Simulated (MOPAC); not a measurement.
MOPAC input (PM7):

```
PM7 PRECISE GNORM=0.05 LET XYZ GEO-OK AUX(PRECISION=9) THREADS=1
HBr

Br   -0.00000000 1   -0.00000000 1   -0.03957855 1
H     0.00000000 1    0.00000000 1    1.38524928 1
```

### Question
What heat of formation does the run end on?

### Answer
-4.08 kcal/mol.
